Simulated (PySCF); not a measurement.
**Working out the ionisation energy of Fe**

Fe [Ar] 3d6 4s2 (5D) → Fe+ [Ar] 3d6 4s1 (6D). Computed with PySCF 2.14 in cc-pVTZ (7s6p4d2f1g, 68 functions), with no relativity, point nucleus. Frozen: [Ar]. Energies in hartree (1 hartree = 27.21139 eV):

```csv
part,Fe (lower),Fe+ (upper)
UHF,-1262.453688,-1262.219846
MP2 opposite-spin,-0.093310,-0.057901
MP2 same-spin,-0.087093,-0.086049
```

Question: What does Hartree-Fock give?

Answer: (-1262.219846) − (-1262.453688) = 0.233842 hartree = 6.363 eV.

Question: What do MP2 and SCS-MP2 (6/5 opposite-spin, 1/3 same-spin) give?

Answer: The opposite-spin parts differ by 0.964 eV and the same-spin parts by 0.028 eV. MP2: 6.363 + (0.964) + (0.028) = 7.355 eV. SCS-MP2: 6.363 + 1.2 × (0.964) + (0.028)/3 = 7.529 eV.

Measured between the centres of the two terms (NIST): 7.904 eV, so MP2 (valence) is off by -0.549 eV.

The calculation is non-relativistic.

What remains against the reference includes basis incompleteness, the frozen core and correlation beyond second order.
